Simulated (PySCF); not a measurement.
The vertical singlet excitations below were computed for one of the candidates. Method used: TDDFT CAM-B3LYP/def2-SVPD, vertical, gas phase, core orbitals frozen in the response (PySCF 2.14.0, density-fitted response routines). Geometries: PBE0-D3(BJ)/def2-SVP, one conformer each. Relativistic effects are left out although some hold elements past zinc.

| state | E (eV) | f | main configurations (H = HOMO, L = LUMO) |
| --- | --- | --- | --- |
| S1 | 6.73 | 0.110 | H→L (57%), H→L+2 (19%), H→L+1 (18%) |
| S2 | 6.80 | 0.403 | H→L+1 (74%), H→L (21%) |
| S3 | 7.42 | 0.013 | H→L+2 (53%), H→L+3 (17%), H→L (15%) |
| S4 | 7.59 | 0.014 | H→L+4 (85%) |
| S5 | 7.72 | 0.098 | H→L+3 (75%), H→L+2 (14%) |
| S6 | 8.05 | 0.0016 | H→L+5 (90%) |
| S7 | 8.16 | 0.0049 | H→L+6 (26%), H-4→L (15%), H-3→L (12%) |
| S8 | 8.19 | 0.013 | H→L+6 (63%) |
| S9 | 8.55 | 0.0027 | H-1→L (57%), H-1→L+1 (11%) |
| S10 | 8.65 | 0.022 | H→L+7 (44%), H→L+8 (16%), H-1→L (9%) |
| S11 | 8.70 | 0.044 | H-1→L+1 (57%), H-1→L (12%) |
| S12 | 8.71 | 0.130 | H-2→L (52%), H-2→L+1 (28%) |
| S13 | 8.81 | 0.064 | H-2→L+1 (34%), H-2→L (18%), H-3→L (10%) |
| S14 | 8.83 | 0.053 | H→L+8 (33%), H→L+7 (19%) |
| S15 | 8.88 | 0.035 | H→L+8 (24%), H-1→L+2 (10%), H-3→L (10%) |

Triplets computed (Tamm–Dancoff): 4.20, 6.58, 7.14, 7.40 eV.

Question: Which structure fits?
A. `C(=C)[CH2][GeH3]`
B. `C[O][GeH2][O]C`
C. `[GeH3][CH]1CC1`

Answer: A. Its S1, at 6.73 eV, is the lowest among the candidates; the nearest of the others has S1 at 7.03 eV. S1 is HOMO→LUMO (57%), HOMO→LUMO+2 (19%), HOMO→LUMO+1 (18%). Löwdin shares by element: HOMO carbon 76%, germanium 9% (atoms not listed hold the other 15%); LUMO germanium 37%, carbon 26% or more, hydrogen 10% or more (atoms not listed hold the other 27%). At the same level the other candidates give, for their lowest levels:
- `[GeH3][CH]1CC1`: 7.83 eV (f 0.003); 7.95 eV (f 0.029); 8.37 eV (f 0.025); 8.43 eV (f 0.000); 8.48 eV (f 0.039); T1 7.58 eV; HOMO -9.54, LUMO 1.14 eV
- `C[O][GeH2][O]C`: 7.03 eV (f 0.001); 7.23 eV (f 0.007); 7.52 eV (f 0.015); 7.60 eV (f 0.015); 7.68 eV (f 0.078); T1 6.68 eV; HOMO -9.38, LUMO 1.04 eV

Without π bonds the low states are Rydberg-like; a valence basis with one diffuse set may place them up to an eV too high.
